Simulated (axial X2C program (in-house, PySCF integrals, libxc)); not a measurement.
Spin–orbit effects along a row: molecules with Na, HF

All values come from calculations with an in-house all-electron X2C program for linear molecules (integrals from PySCF), spin-free (one-electron X2C) or two-component (2c: spin–orbit coupling with atomic mean-field Coulomb and Gaunt terms, which also bring small scalar terms), in Dyall basis sets with cores contracted in-house; open shells are unrestricted.

Basis sets: Ca dyall-cv3z, Co dyall-cv3z, Cu dyall-cv3z, Fe dyall-cv3z, Ge dyall-cv3z, K dyall-cv3z, Mn dyall-cv3z, Na dyall-cv3z, Ni dyall-cv3z, Sc dyall-cv3z, Se dyall-cv3z.

```csv
molecule,spin-free state,Re (Å),ωe (cm⁻¹),De (eV),2c state,Re 2c (Å),ωe 2c (cm⁻¹),De 2c (eV)
NaK,"M_S = 0, Λ = 0",3.685,118.2,-0.06,Ω = 0,3.685,118.2,-0.06
NaCa,"M_S = 1/2, Λ = 0",4.058,66.5,0.06,Ω = 1/2,4.059,66.4,0.06
NaSc,"M_S = 1, Λ = 2",3.860,79.8,0.04,Ω = 1,3.863,79.0,n/a
NaMn,"M_S = 3, Λ = 0",3.756,52.1,0.02,Ω = 3,3.759,51.9,0.02
NaFe,"M_S = 3/2, Λ = 2",3.126,102.0,-2.04,Ω = 7/2,3.127,101.8,n/a
NaCo,"M_S = 1, Λ = 0",3.084,104.9,-2.07,Ω = 3,2.986,114.2,n/a
NaNi,"M_S = 1/2, Λ = 0",2.958,119.6,0.22,Ω = 1/2,2.939,121.7,n/a
NaCu,"M_S = 0, Λ = 0",2.726,179.4,0.30,Ω = 0,2.726,179.3,0.30
NaGe,"M_S = 3/2, Λ = 0",2.776,208.3,0.87,Ω = 3/2,2.778,208.0,n/a
NaSe,"M_S = 1/2, Λ = 1",2.635,269.5,1.26,Ω = 3/2,2.636,269.0,n/a
```

Work out the shifts from the spin-free to the two-component result.



```json
{"molecule": "NaK", "2c state": "Ω = 0", "ΔRe (Å)": "0.000", "Δωe (cm⁻¹)": "0.0", "ΔDe (eV)": "0.00"}
{"molecule": "NaCa", "2c state": "Ω = 1/2", "ΔRe (Å)": "0.001", "Δωe (cm⁻¹)": "-0.1", "ΔDe (eV)": "0.00"}
{"molecule": "NaSc", "2c state": "Ω = 1", "ΔRe (Å)": "0.003", "Δωe (cm⁻¹)": "-0.8", "ΔDe (eV)": "n/a"}
{"molecule": "NaMn", "2c state": "Ω = 3", "ΔRe (Å)": "0.003", "Δωe (cm⁻¹)": "-0.2", "ΔDe (eV)": "0.00"}
{"molecule": "NaFe", "2c state": "Ω = 7/2", "ΔRe (Å)": "0.001", "Δωe (cm⁻¹)": "-0.2", "ΔDe (eV)": "n/a"}
{"molecule": "NaCo", "2c state": "Ω = 3", "ΔRe (Å)": "other state", "Δωe (cm⁻¹)": "other state", "ΔDe (eV)": "n/a"}
{"molecule": "NaNi", "2c state": "Ω = 1/2", "ΔRe (Å)": "-0.019", "Δωe (cm⁻¹)": "2.1", "ΔDe (eV)": "n/a"}
{"molecule": "NaCu", "2c state": "Ω = 0", "ΔRe (Å)": "0.000", "Δωe (cm⁻¹)": "-0.1", "ΔDe (eV)": "0.00"}
{"molecule": "NaGe", "2c state": "Ω = 3/2", "ΔRe (Å)": "0.002", "Δωe (cm⁻¹)": "-0.3", "ΔDe (eV)": "n/a"}
{"molecule": "NaSe", "2c state": "Ω = 3/2", "ΔRe (Å)": "0.001", "Δωe (cm⁻¹)": "-0.5", "ΔDe (eV)": "n/a"}
```

Shifts of one unit in the last digit are rounding.

Each entry is the lowest single determinant of a limited PBE0 search at one distance. De goes to single-determinant-based atoms at the same level (for ions the charge split of lowest energy) and is withheld (n/a) where an atom does not fit its ground term or J level. Main or longest-lived isotopes. One determinant is a doubtful description, or other states lie close, for NaCa, NaSc, NaMn, NaFe, NaCo, NaNi, NaGe; these need not be ground states, and all values refer to the states named. Some open-shell Ω = 0 determinants are out of reach, so the Ω given for NaMn need not be the lowest component. With several unpaired electrons the Ω given is that of one determinant, not necessarily of the lowest component. Where the atoms have a lower orbital projection than the molecule, De at mean-field level may be about a tenth of an eV too small. The lowest determinant changes configuration between the Hamiltonians for NaCo, so two states are compared there.
